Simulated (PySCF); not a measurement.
Cartesian coordinates (Å):
```xyz
5

N      2.2350     0.1101     0.0656
C      1.0826     0.0551     0.1152
Si    -0.7330    -0.0427     0.3242
H     -1.2277    -1.3016    -0.2765
H     -1.3572     1.1802    -0.2285
```
Charge 0, spin multiplicity 2.

Estimate the total energy, dipole moment and highest occupied spin orbital that PBE-D3(BJ)/def2-TZVP // PBE0-D4/def2-TZVP run with PySCF returns for this input.


```
Item                                  Value
-----------------------------  ------------
total energy                   -383.2691 Ha
dipole moment                        3.37 D
highest occupied spin orbital      -6.10 eV
```
